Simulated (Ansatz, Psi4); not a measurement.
Psi4 was given this input:
```
memory 2 GB

molecule mol {
0 1
Al    0.164182    0.803069    0.529355
C     1.719929    1.911976   -0.042751
H     2.653789    1.343703    0.007146
H     1.852685    2.808578    0.565673
H     1.616324    2.235768   -1.082929
C    -1.100345    1.113640    2.039929
H    -1.092930    0.274954    2.742768
H    -2.131097    1.202428    1.683529
H    -0.874444    2.017105    2.609319
O    -0.122035   -0.585963   -0.386096
Si   -0.393204   -1.924513   -1.270148
H    -1.599104   -2.564109   -0.740573
H     0.781901   -2.785423   -1.120705
H    -0.577864   -1.495704   -2.658076
}

set {
  basis sto-3g
  reference rhf
  freeze_core true
  mp2_type conv
  scf_type pk
  puream true
  d_convergence 1e-8
}

energy('mp2')
print_variables()
```

Question: Write the same job for Ansatz (a first-principles code).

Answer: This is not unique; one that fits is 
Ansatz 0.2 input:
```yaml
crystal:
  periodic: [false, false, false]
  atoms:
    - {symbol: Al, position_ang: [0.16418219, 0.80306897, 0.52935491]}
    - {symbol: C, position_ang: [1.71992852, 1.91197601, -0.04275149]}
    - {symbol: H, position_ang: [2.65378921, 1.34370309, 0.00714559]}
    - {symbol: H, position_ang: [1.85268461, 2.80857798, 0.56567260]}
    - {symbol: H, position_ang: [1.61632416, 2.23576822, -1.08292934]}
    - {symbol: C, position_ang: [-1.10034460, 1.11363958, 2.03992938]}
    - {symbol: H, position_ang: [-1.09292977, 0.27495355, 2.74276804]}
    - {symbol: H, position_ang: [-2.13109745, 1.20242795, 1.68352884]}
    - {symbol: H, position_ang: [-0.87444355, 2.01710462, 2.60931924]}
    - {symbol: O, position_ang: [-0.12203492, -0.58596264, -0.38609585]}
    - {symbol: Si, position_ang: [-0.39320375, -1.92451346, -1.27014763]}
    - {symbol: H, position_ang: [-1.59910444, -2.56410911, -0.74057254]}
    - {symbol: H, position_ang: [0.78190080, -2.78542267, -1.12070468]}
    - {symbol: H, position_ang: [-0.57786386, -1.49570395, -2.65807554]}
basis:
  gaussian:
    orbitals: STO-3G
magnetization: {spin_polarized: false}
correlation: {method: mp2, electrons: outside_noble_gas}
accuracy: high
```

Both were run: Psi4 gave -678.815059 Eh and Ansatz -678.815059 Eh, 0.000 mEh apart.
